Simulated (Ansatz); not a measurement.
Ansatz (an electronic-structure program) input:

Ansatz 0.2 input:
```yaml
crystal:
  periodic: [false, false, false]
  atoms:
    - {symbol: B, position_ang: [0.25453480, -0.02632477, 0.00785972]}
    - {symbol: C, position_ang: [1.66420617, -0.27251600, 0.06478968]}
    - {symbol: C, position_ang: [-0.38380277, 1.46663563, -0.14590961]}
    - {symbol: C, position_ang: [-0.86134020, -1.21317611, 0.09228804]}
    - {symbol: H, position_ang: [2.12245753, -1.26190720, 0.16823606]}
    - {symbol: H, position_ang: [2.43671097, 0.50205405, 0.01027707]}
    - {symbol: H, position_ang: [0.38064098, 2.24604348, -0.20801037]}
    - {symbol: H, position_ang: [-1.03274888, 1.72838195, 0.69877895]}
    - {symbol: H, position_ang: [-1.00369579, 1.56073273, -1.04586224]}
    - {symbol: H, position_ang: [-1.54162640, -1.08199586, 0.94257376]}
    - {symbol: H, position_ang: [-1.49561870, -1.24854975, -0.80181250]}
    - {symbol: H, position_ang: [-0.41276068, -2.20470016, 0.19871855]}
basis:
  gaussian:
    orbitals: def2-TZVP
hamiltonian:
  xc: b3lyp
  dispersion: d3bj
total_charge: -1
relax: {f_tol: 0.002, max_steps: 150}
```

Problem. What final total energy does it print?

Solution. -144.07478 Eh (B3LYP-D3(BJ)/def2-TZVP). The basis has 172 functions. The run takes around 50 core-seconds (rough).

It need not be the lowest isomer of its formula. Whether it binds its extra electron was not tested at this geometry.
